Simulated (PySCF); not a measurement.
# Reading the logs of faulty runs: CGeH6NSi cation

Calculated results; nothing here was measured. The program is PySCF 2.14.0, an open-source quantum chemistry code, run on an isolated molecule that a program drew, which may never have been made. The molecule is CGeH6NSi cation (charge +1, singlet), drawn as the SMILES string `[CH3][GeH+][SiH]=N`.

Each row is a Hartree-Fock (HF) and frozen-core CCSD(T) single point in the cc-pV(D+d)Z basis, meant for a local HF minimum. Run 1 is clean. Each other run has one planted mistake out of seven kinds, and not every kind appears here: one electron removed, one electron added, multiplicity raised by two, geometry at a saddle point, minimal basis STO-3G, one bond length entered in bohr, all coordinates scaled. The reference is restricted for singlets and unrestricted otherwise, and also for a bond in bohr. Adding or removing an electron swaps singlet and doublet. Electrons count all cores. HOMO and LUMO are orbital energies over both spins, the gradient is its largest component, and the lowest frequency (negative if imaginary) is given only where the gradient is small. Bond lengths are over the 9 bonds as drawn. T1 is the CCSD diagnostic: over 0.02 (restricted) or 0.045 (unrestricted) a single reference is doubtful. Germanium has the cc-pVDZ-PP basis, with a core potential (ECP10MDF) in place of its 10 inner electrons, and its 3s, 3p and 3d shells are frozen in CCSD(T).

Geometry of the clean run:
```xyz
10
CGeH6NSi cation, angstrom
C    -1.0974   -0.8865   -0.9402
Ge    0.5110    0.1182   -1.2868
Si    2.4883    0.4753    0.1078
N     3.6338    1.3169   -0.4799
H    -1.1899   -1.6573   -1.7111
H    -1.9515   -0.2105   -1.0406
H    -1.0888   -1.3407    0.0482
H     0.5518    0.7905   -2.6537
H     2.4046   -0.1657    1.4165
H     3.9443    1.8361   -1.2729
```

| run | electrons | basis functions | <S^2> | HOMO (eV) | LUMO (eV) | gradient (hartree/bohr) | lowest frequency (cm^-1) | mean bond (Å) | longest bond (Å) | T1 | HF (hartree) | CCSD(T) (hartree) | mistake |
|---|---|---|---|---|---|---|---|---|---|---|---|---|---|
| 1 | 64 | 104 | 0.000 | -14.85 | -5.78 | 2.3e-05 | 27 | 1.4632 | 2.446 | 0.0203 | -677.81550 | -678.36497 | no fault |
| 2 | 64 | 104 | 0.000 | -14.54 | -5.69 | 4.0e-02 | - | 1.5349 | 2.566 | 0.0226 | -677.79397 | -678.35838 | all coordinates scaled |
| 3 | 64 | 104 | 1.334 | -14.10 | -5.60 | 1.1e-01 | - | 1.5618 | 2.446 | 0.0862 | -677.67715 | -678.20707 | one bond length entered in bohr |
| 4 | 63 | 104 | 0.792 | -22.08 | -10.93 | 5.8e-02 | - | 1.4632 | 2.446 | 0.0275 | -677.37181 | -677.86574 | ? |
| 5 | 64 | 104 | 2.041 | -12.35 | -4.87 | 1.1e-01 | - | 1.4632 | 2.446 | 0.0308 | -677.79867 | -678.31179 | ? |

**Which mistake was planted in run 4, and what did it cost?**

It counts 63 electrons, one fewer than the clean run, at the same geometry and basis. So the mistake is: one electron removed. Subtracting run 1 and multiplying by 627.51 kcal/mol a hartree, the energy moved by 278.4 kcal/mol in HF and 313.3 kcal/mol in CCSD(T).

**Which mistake was planted in run 5, and what did it cost?**

Electrons, basis and geometry are unchanged, and <S^2> is 2.041, beside S(S+1) = 2.00 for a multiplicity of 3. So the mistake is: multiplicity raised by two. Subtracting run 1 and multiplying by 627.51 kcal/mol a hartree, the energy moved by 10.6 kcal/mol in HF and 33.4 kcal/mol in CCSD(T).

Cautions from the logs. Run 1: T1 is over the limit, so its CCSD(T) energy is less reliable; run 2: T1 is over the limit, so its CCSD(T) energy is less reliable; run 3: T1 is over the limit, so its CCSD(T) energy is less reliable.
